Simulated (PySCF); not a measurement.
# Xe⁴¹⁺: ionisation energy

Xe⁴¹⁺ [Ne] 3s2 3p1 (2P) → Xe⁴²⁺ [Ne] 3s2 (1S), as a difference of total energies. All numbers are calculated (PySCF 2.14, the non-relativistic Hamiltonian (point nucleus), in an even-tempered Gaussian basis (16 s from 7.3 bohr⁻², ratio 2.5; 10 p from 9.5 bohr⁻², ratio 2.5; 4 d from 38 bohr⁻², ratio 2.7; 4 f from 58 bohr⁻², ratio 2.7)). Correlated levels: outer shells: 1s2 frozen; virtual orbitals above 40 to 60 times the deepest correlated orbital energy dropped. The calculations carry no spin-orbit coupling.

```csv
method,ionisation energy (eV)
UHF,2961.8
MP2 (outer shells),2962.1
SCS-MP2 (outer shells),2961.9
CCSD (outer shells),2961.8
CCSD(T) (outer shells),2961.8
```

A first-order spin-orbit estimate (lowest level to lowest level, LS coupling) adds 43.053 eV.

The gap to the reference is mostly relativistic.

First order in ζ underestimates the shift of j = l − 1/2 levels at high Z.

For comparison: 3068 ± 4 eV (theoretical estimate listed by NIST; NIST Atomic Spectra Database, ionization energies).
